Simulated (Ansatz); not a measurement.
Compare A (`[BH2][GaH][CH2]CF`) with its isomer B (`FBC[CH2][GaH2]`).

Computed with Ansatz on PBE0-D4/def2-TZVP structures; ΔE is electronic, products minus reactants. CCSD(T)/CBS is the MP2 limit (def2-TZVPP, def2-QZVPP) plus CCSD(T) − MP2 in def2-TZVPP, frozen cores. Functionals use def2-TZVPP. B3LYP here is the variant with VWN-RPA as its local correlation; programs differ in this. For Ga outer-core shells are correlated without core-valence functions, which leaves a few kJ/mol of doubt a bond. Scalar relativity is left out up to krypton. Each species was taken in one conformer, which may not be the lowest.

Question: Which isomer does CCSD(T)/CBS put lower? Give the gap. (An estimate is asked.)

Answer: Computed: B, by 228.7 kJ/mol.

Question: Give E(B) − E(A) in kJ/mol with MP2/def2-TZVPP, r2SCAN-D4, B3LYP, CCSD(T)/def2-TZVPP, CCSD/def2-TZVPP, PBE0-D4, HF/def2-TZVPP. (Estimate.)

Answer: The calculation gave: MP2/def2-TZVPP -239.6, r2SCAN-D4 -229.6, B3LYP -224.0, CCSD(T)/def2-TZVPP -228.6, CCSD/def2-TZVPP -228.2, PBE0-D4 -230.1, HF/def2-TZVPP -225.4. None reverses the order clearly.

Largest T1 diagnostic: 0.013.

In def2-TZVPP, CCSD(T) changes the Hartree–Fock value by −3.2 kJ/mol (the triples alone add −0.4 kJ/mol) and MP2 by −14.2 kJ/mol. From PBE to PBE0 (25 % exact exchange), in def2-TZVPP and without D4, E(B) − E(A) moves by −5.3 kJ/mol.
